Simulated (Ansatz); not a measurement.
Z-matrix (Å, degrees):
```
C
C 1 1.500
H 1 1.090 2 112.6
H 1 1.093 2 110.4 3 121.2
H 1 1.093 2 110.3 3 -121.2
C 2 1.338 1 122.1 3 0.8
B 2 1.526 1 124.1 3 -179.2
F 6 1.329 2 123.4 1 -0.0
H 6 1.084 2 124.7 1 180.0
H 7 1.198 2 119.6 1 -180.0
H 7 1.197 2 121.1 1 0.1
```

Charge 0, multiplicity 1.

Task: List the PBE/def2-TZVPP orbital energies in eV (the Gaussian-basis code of Ansatz). (Best estimate.)

Result: Computed: Occupied: -661.01, -271.64, -269.03, -268.97, -176.76, -31.35, -19.94, -17.39, -14.85, -13.42, -12.33, -11.72, -10.89, -10.18, -9.73, -9.05, -8.05, -7.82, -6.77. Lowest empty: -2.75, -0.13, 0.51, 1.41, 1.66, 2.14, 2.24, 2.85.
